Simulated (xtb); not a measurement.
C₅H₉N, SMILES N1(C)CC(=C)C1. All values are semi-empirical tight-binding results from xtb (GFN2-xTB unless named), good for trends rather than for accurate numbers. Geometry: GFN2-xTB.

Optimised geometry:

```xyz
15

C      2.4057    -0.1520     0.0000
C      1.0968    -0.0272     0.0000
C      0.0327     0.0922    -1.0537
N     -0.9329     0.4383     0.0000
C     -2.1948    -0.2485     0.0000
C      0.0327     0.0922     1.0537
H      2.9669    -0.2047    -0.9177
H      2.9669    -0.2047     0.9177
H     -0.1780    -0.8550    -1.5677
H      0.1590     0.8821    -1.7974
H     -2.0901    -1.3471     0.0000
H     -2.7569     0.0471    -0.8857
H     -2.7569     0.0471     0.8857
H      0.1590     0.8821     1.7974
H     -0.1780    -0.8550     1.5677
```
Charge 0, spin multiplicity 1.

Computed properties:
```json
{
  "point_group_as_xtb_finds_it": "Cs",
  "orbital_gap": "3.99 eV",
  "dipole_moment": "1.10 D",
  "zero_point_energy": "80.4 kcal/mol",
  "G − E(el) at 298.15 K (modified RRHO)": "61.8 kcal/mol",
  "static polarisability (D4 model)": "67.0 bohr³",
  "solvation energy, GFN2-xTB/ALPB(water)": "-1.2 kcal/mol",
  "solvation energy, GFN2-xTB/ALPB(dmso)": "-4.7 kcal/mol"
}
```

### Question
Give the IR lines (harmonic; lines under 4 % of the strongest left out, lines within 3 cm⁻¹ merged). (The exact figures need the calculation; the answer reports its results.)

### Answer
ν (cm⁻¹): 393 (w), 630 (w), 853 (w), 886 (m), 986 (w), 1015 (w), 1159 (w), 1190 (w), 1201 (w), 1278 (w), 1489 (w), 1792 (m), 2823 (s), 2872 (vs), 2954 (s), 3009 (s), 3100 (w), 3124 (m) (against the strongest line: vs over 80 %, s over 45 %, m over 15 %, w over 4 %, vw less)

### Question
Give the atomic charges and the Wiberg bond orders between heavy atoms. (Estimate from the structure and the level; the computed values follow.)

### Answer
charges (e) C1 -0.11, C2 0.01, C3 0.00, N4 -0.19, C5 -0.03, C6 0.00, H7 0.04, H8 0.04, H9 0.03, H10 0.04, H11 0.01, H12 0.04, H13 0.04, H14 0.04, H15 0.03. Bond orders C1–C2 1.94, C2–C3 1.00, C3–N4 0.99, N4–C5 1.03, C2–C6 1.00, N4–C6 0.99.
